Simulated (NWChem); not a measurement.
System: C3H3O3, doublet; SMILES O=C1O[CH]CO1

NWChem printed, in part:

```
             Northwest Computational Chemistry Package (NWChem) 7.3.0
             --------------------------------------------------------

 C1  symmetry detected

                             Geometry "geometry" -> ""
                             -------------------------

 Output coordinates in angstroms (scale by  1.889725989 to convert to a.u.)

  No.       Tag          Charge          X              Y              Z
 ---- ---------------- ---------- -------------- -------------- --------------
    1 O                    8.0000    -0.03215577    -1.99783372    -0.00090505
    2 C                    6.0000    -0.01235980    -0.81535705    -0.00374574
    3 O                    8.0000     1.12540995    -0.05827546     0.01305634
    4 C                    6.0000     0.79636031     1.25928878    -0.07956196
    5 C                    6.0000    -0.68766522     1.35624735     0.02593837
    6 O                    8.0000    -1.08249219    -0.00468121    -0.02317157
    7 H                    1.0000     1.54292355     1.97333439     0.26495606
    8 H                    1.0000    -1.04324217     1.80724940     0.97316997
    9 H                    1.0000    -1.16378902     1.90466490    -0.80574785

 Effective nuclear repulsion energy (a.u.)     237.7744870561

                                 NWChem DFT Module
                                 -----------------

 Summary of "ao basis" -> "ao basis" (spherical)
 ------------------------------------------------------------------------------
       Tag                 Description            Shells   Functions and Types
 ---------------- ------------------------------  ------  ---------------------
 O                           6-31g*                  6       14   3s2p1d
 C                           6-31g*                  6       14   3s2p1d
 H                           6-31g*                  2        2   2s

            General Information
            -------------------
          SCF calculation type: DFT
          Wavefunction type:  spin polarized.
          No. of atoms     :     9
          No. of electrons :    45
           Alpha electrons :    23
            Beta electrons :    22
          Charge           :     0
          Spin multiplicity:     2
          Use of symmetry is: off; symmetry adaption is: off
          Maximum number of iterations: 150
          AO basis - number of functions:    90
                     number of shells:    42
          Convergence on energy requested:  1.00D-06
          Convergence on density requested:  1.00D-05
          Convergence on gradient requested:  5.00D-04

              XC Information
              --------------
                         B3LYP Method XC Potential
                     Hartree-Fock (Exact) Exchange  0.200
                        Slater Exchange Functional  0.800 local
                    Becke 1988 Exchange Functional  0.720 non-local
              Lee-Yang-Parr Correlation Functional  0.810
                  VWN I RPA Correlation Functional  0.190 local

             Grid Information
             ----------------
          Grid used for XC integration:  coarse
          Radial quadrature: Mura-Knowles
          Angular quadrature: Lebedev.
          Tag              B.-S. Rad. Rad. Pts. Rad. Cut. Ang. Pts.
          ---              ---------- --------- --------- ---------
          O                   0.60       35          10.0       302
          C                   0.70       35           8.0       302
          H                   0.35       35           9.0       302
          Grid pruning is: on
          Number of quadrature shells:   315
          Spatial weights used:  Erf1

      Superposition of Atomic Density Guess
      -------------------------------------

 Sum of atomic energies:        -338.73851676

      Non-variational initial energy
      ------------------------------

 Total energy =    -341.843119
 1-e energy   =    -935.216376
 2-e energy   =     355.598771
 HOMO         =      -0.070605
 LUMO         =       0.114603

     ---------------------------------------------
      Total Density - Mulliken Population Analysis
     ---------------------------------------------

    Atom       Charge   Shell Charges
 -----------   ------   -------------------------------------------------------
    1 O    8     8.90   2.00  0.95  3.14  0.94  1.85  0.02
    2 C    6     4.55   2.00  0.63  1.36  0.20  0.22  0.14
    3 O    8     8.56   2.00  0.92  2.93  0.91  1.78  0.03
    4 C    6     5.93   2.00  0.72  1.72  0.57  0.88  0.05
    5 C    6     6.01   2.00  0.70  1.78  0.58  0.89  0.06
    6 O    8     8.63   2.00  0.92  2.96  0.92  1.81  0.02
    7 H    1     0.80   0.46  0.33
    8 H    1     0.81   0.47  0.34
    9 H    1     0.81   0.48  0.33

     --------------------------------------------
      Spin Density - Mulliken Population Analysis
     --------------------------------------------

    Atom       Charge   Shell Charges
 -----------   ------   -------------------------------------------------------
    1 O    8     0.01   0.00  0.00  0.01 -0.00  0.00  0.00
    2 C    6     0.02   0.00  0.00  0.01  0.00  0.01  0.00
    3 O    8     0.08   0.00  0.00  0.07 -0.00  0.01  0.00
    4 C    6     0.76   0.00  0.01  0.39  0.02  0.34  0.00
    5 C    6     0.02   0.00  0.00  0.01 -0.00  0.00  0.01
    6 O    8     0.01   0.00  0.00  0.01 -0.00  0.00  0.00
    7 H    1     0.01   0.01  0.01
    8 H    1     0.06   0.03  0.03
    9 H    1     0.03   0.02  0.01

   convergence    iter        energy       DeltaE   RMS-Dens  Diis-err
 ---------------- ----- ----------------- --------- --------- ---------
 d= 0,ls=0.0,diis     1   -341.5362988124 -5.79D+02  1.05D-02  4.24D-01
                                                     1.00D-02  4.13D-01
 d= 0,ls=0.0,diis     2   -341.1606376253  3.76D-01  7.43D-03  1.48D+00
                                                     7.31D-03  1.45D+00
 d= 0,ls=0.0,diis     3   -341.7102482007 -5.50D-01  1.78D-03  4.72D-02
                                                     1.72D-03  4.74D-02
 d= 0,ls=0.0,diis     4   -341.7237266003 -1.35D-02  6.43D-04  1.37D-02
                                                     6.12D-04  1.35D-02
 d= 0,ls=0.0,diis     5   -341.7285312935 -4.80D-03  1.76D-04  6.15D-04
                                                     1.68D-04  6.12D-04
  Resetting Diis
 d= 0,ls=0.0,diis     6   -341.7287600789 -2.29D-04  4.71D-05  2.12D-05
                                                     3.80D-05  1.65D-05
 d= 0,ls=0.0,diis     7   -341.7287699288 -9.85D-06  1.87D-05  1.01D-06
                                                     2.23D-05  2.05D-06
 d= 0,ls=0.0,diis     8   -341.7287700330 -1.04D-07  1.30D-05  2.63D-06
                                                     1.09D-05  2.18D-06
 d= 0,ls=0.0,diis     9   -341.7287710918 -1.06D-06  4.61D-06  2.55D-07
                                                     2.86D-06  1.47D-07
 d= 0,ls=0.0,diis    10   -341.7287711668 -7.50D-08  1.46D-06  3.97D-08
                                                     3.35D-06  1.01D-07

         Total DFT energy =     -341.728771166797
      One electron energy =     -937.290657062230
           Coulomb energy =      401.007581249134
    Exchange-Corr. energy =      -43.220182409781
 Nuclear repulsion energy =      237.774487056080

 Numeric. integr. density =       44.999992381769

                    DFT Final Alpha Molecular Orbital Analysis
                    ------------------------------------------

 Vector   21  Occ=1.000000D+00  E=-3.206085D-01
              MO Center= -5.6D-01, -6.0D-01,  1.1D-02, r^2= 2.7D+00
   Bfn.  Coefficient  Atom+Function         Bfn.  Coefficient  Atom+Function
  ----- ------------  ---------------      ----- ------------  ---------------
    75     -0.449267  6 O  pz                 5      0.419931  1 O  pz
    79     -0.336364  6 O  pz                 9      0.292207  1 O  pz
    88      0.154223  8 H  s                 61      0.150600  5 C  pz
    90     -0.135091  9 H  s                 87      0.124051  8 H  s
    89     -0.106854  9 H  s                 33     -0.092796  3 O  pz

 Vector   22  Occ=1.000000D+00  E=-3.083194D-01
              MO Center= -1.6D-02, -1.6D+00, -3.4D-03, r^2= 1.5D+00
   Bfn.  Coefficient  Atom+Function         Bfn.  Coefficient  Atom+Function
  ----- ------------  ---------------      ----- ------------  ---------------
     3      0.603481  1 O  px                 7      0.392971  1 O  px
    34     -0.153552  3 O  s                 76      0.151457  6 O  s
    21      0.147172  2 C  px                74     -0.135894  6 O  py
    32      0.133429  3 O  py                31      0.121032  3 O  px
    35      0.104056  3 O  px                73      0.101607  6 O  px

 Vector   23  Occ=1.000000D+00  E=-2.067745D-01
              MO Center=  6.5D-01,  9.8D-01, -1.4D-01, r^2= 2.0D+00
   Bfn.  Coefficient  Atom+Function         Bfn.  Coefficient  Atom+Function
  ----- ------------  ---------------      ----- ------------  ---------------
    47      0.547488  4 C  pz                51      0.452562  4 C  pz
    33     -0.326425  3 O  pz                37     -0.289516  3 O  pz
    88     -0.196272  8 H  s                 48     -0.161229  4 C  s
    90      0.144045  9 H  s                  5      0.125182  1 O  pz
    87     -0.116717  8 H  s                 89      0.106238  9 H  s

 Vector   24  Occ=0.000000D+00  E= 3.192242D-02
              MO Center= -1.2D-02, -9.1D-01, -6.9D-03, r^2= 1.7D+00
   Bfn.  Coefficient  Atom+Function         Bfn.  Coefficient  Atom+Function
  ----- ------------  ---------------      ----- ------------  ---------------
    19      0.608490  2 C  pz                23      0.552094  2 C  pz
     9     -0.415457  1 O  pz                 5     -0.386100  1 O  pz
    33     -0.254738  3 O  pz                37     -0.249640  3 O  pz
    75     -0.248200  6 O  pz                79     -0.245525  6 O  pz
    48     -0.131304  4 C  s                 88      0.100766  8 H  s

 Vector   25  Occ=0.000000D+00  E= 7.332203D-02
              MO Center= -3.9D-01,  1.1D+00,  1.6D-02, r^2= 3.1D+00
   Bfn.  Coefficient  Atom+Function         Bfn.  Coefficient  Atom+Function
  ----- ------------  ---------------      ----- ------------  ---------------
    64      0.943343  5 C  py                76      0.790117  6 O  s
    34      0.638082  3 O  s                 88     -0.634180  8 H  s
    90     -0.636781  9 H  s                 20     -0.595009  2 C  s
    48     -0.525067  4 C  s                 50      0.454988  4 C  py
    62      0.413488  5 C  s                  6      0.349792  1 O  s

 Vector   26  Occ=0.000000D+00  E= 9.872167D-02
              MO Center= -3.0D-01,  1.8D+00,  4.4D-01, r^2= 4.1D+00
   Bfn.  Coefficient  Atom+Function         Bfn.  Coefficient  Atom+Function
  ----- ------------  ---------------      ----- ------------  ---------------
    62      1.754962  5 C  s                 88     -1.304210  8 H  s
    86     -0.990088  7 H  s                 48      0.835182  4 C  s
    90     -0.737040  9 H  s                 63     -0.518432  5 C  px
    49      0.469311  4 C  px                76     -0.451214  6 O  s
    20      0.302360  2 C  s                 34     -0.295952  3 O  s

                     DFT Final Beta Molecular Orbital Analysis
                     -----------------------------------------

 Vector   20  Occ=1.000000D+00  E=-3.773595D-01
              MO Center=  3.1D-01, -7.8D-02, -2.6D-02, r^2= 2.3D+00
   Bfn.  Coefficient  Atom+Function         Bfn.  Coefficient  Atom+Function
  ----- ------------  ---------------      ----- ------------  ---------------
    33      0.441841  3 O  pz                75     -0.324247  6 O  pz
    37      0.313578  3 O  pz                79     -0.229276  6 O  pz
     5     -0.214011  1 O  pz                47      0.169765  4 C  pz
    19     -0.142358  2 C  pz                 9     -0.136789  1 O  pz
    51      0.116475  4 C  pz                61      0.076978  5 C  pz

 Vector   21  Occ=1.000000D+00  E=-3.163517D-01
              MO Center= -5.2D-01, -6.1D-01,  1.3D-02, r^2= 2.7D+00
   Bfn.  Coefficient  Atom+Function         Bfn.  Coefficient  Atom+Function
  ----- ------------  ---------------      ----- ------------  ---------------
    75     -0.434667  6 O  pz                 5      0.421430  1 O  pz
    79     -0.327523  6 O  pz                 9      0.295013  1 O  pz
    61      0.159544  5 C  pz                88      0.152160  8 H  s
    90     -0.133126  9 H  s                 87      0.124075  8 H  s
    33     -0.112756  3 O  pz                89     -0.105683  9 H  s

 Vector   22  Occ=1.000000D+00  E=-3.072492D-01
              MO Center= -1.7D-02, -1.6D+00, -4.2D-03, r^2= 1.5D+00
   Bfn.  Coefficient  Atom+Function         Bfn.  Coefficient  Atom+Function
  ----- ------------  ---------------      ----- ------------  ---------------
     3      0.601817  1 O  px                 7      0.392424  1 O  px
    34     -0.151318  3 O  s                 76      0.149928  6 O  s
    21      0.146324  2 C  px                32      0.138255  3 O  py
    74     -0.134754  6 O  py                31      0.117416  3 O  px
    73      0.102474  6 O  px                35      0.101370  3 O  px

 Vector   23  Occ=0.000000D+00  E=-6.395977D-02
              MO Center=  6.0D-01,  1.0D+00, -1.7D-01, r^2= 2.3D+00
   Bfn.  Coefficient  Atom+Function         Bfn.  Coefficient  Atom+Function
  ----- ------------  ---------------      ----- ------------  ---------------
    51      0.521898  4 C  pz                47      0.494408  4 C  pz
    88     -0.289370  8 H  s                 33     -0.229249  3 O  pz
    37     -0.224323  3 O  pz                90      0.219272  9 H  s
    19     -0.155646  2 C  pz                 5      0.147340  1 O  pz
     9      0.132384  1 O  pz                49     -0.129407  4 C  px

 Vector   24  Occ=0.000000D+00  E= 3.937889D-02
              MO Center=  4.4D-02, -8.1D-01, -2.5D-02, r^2= 1.8D+00
   Bfn.  Coefficient  Atom+Function         Bfn.  Coefficient  Atom+Function
  ----- ------------  ---------------      ----- ------------  ---------------
    19      0.590683  2 C  pz                23      0.544761  2 C  pz
     9     -0.406635  1 O  pz                 5     -0.372663  1 O  pz
    37     -0.287802  3 O  pz                33     -0.284599  3 O  pz
    79     -0.245729  6 O  pz                75     -0.244002  6 O  pz
    51      0.155079  4 C  pz                48     -0.127147  4 C  s

[...]

                         DFT ENERGY GRADIENTS

    atom               coordinates                        gradient
                 x          y          z           x          y          z
   1 O      -0.060766  -3.775358  -0.001710    0.000353   0.021118   0.000032
   2 C      -0.023357  -1.540801  -0.007078   -0.000415  -0.008149  -0.000198
   3 O       2.126716  -0.110125   0.024673   -0.014172   0.004088  -0.001286
   4 C       1.504903   2.379711  -0.150350   -0.004786  -0.013474   0.001038
   5 C      -1.299499   2.562936   0.049016    0.002337  -0.015109  -0.001254
   6 O      -2.045614  -0.008846  -0.043788    0.014724   0.003403   0.000535
   7 H       2.915703   3.729061   0.500694    0.003656   0.004046   0.000992
   8 H      -1.971442   3.415206   1.839025   -0.000478   0.001803   0.002869
   9 H      -2.199242   3.599295  -1.522643   -0.001219   0.002274  -0.002727
```

Level: B3LYP/6-31G* (spherical d), spin-unrestricted. Coordinates come from a PBE0/def2-SVP, spin-unrestricted optimisation. Not confirmed as a minimum by frequencies. No stability test was run on the SCF state.

**Question.** Which NWChem input produces such a log?

**Answer.** One answer among several that fit: the input that was run:
```
start job
memory heap 200 mb stack 900 mb global 1100 mb
geometry units angstroms noautoz
  O     -0.039076    -1.998221     0.024301
  C     -0.014985    -0.815997     0.003879
  O      1.125086    -0.062567     0.027463
  C      0.802299     1.254534    -0.090354
  C     -0.682865     1.358060    -0.010146
  O     -1.081748    -0.002126    -0.044975
  H      1.545823     1.971224     0.255244
  H     -1.051913     1.824591     0.924326
  H     -1.143659     1.895372    -0.857567
end
basis spherical
  O library 6-31g*
  C library 6-31g*
  H library 6-31g*
end
dft
  odft
  mult 2
  xc b3lyp
  grid coarse
  iterations 150
  mulliken
end
task dft gradient
```
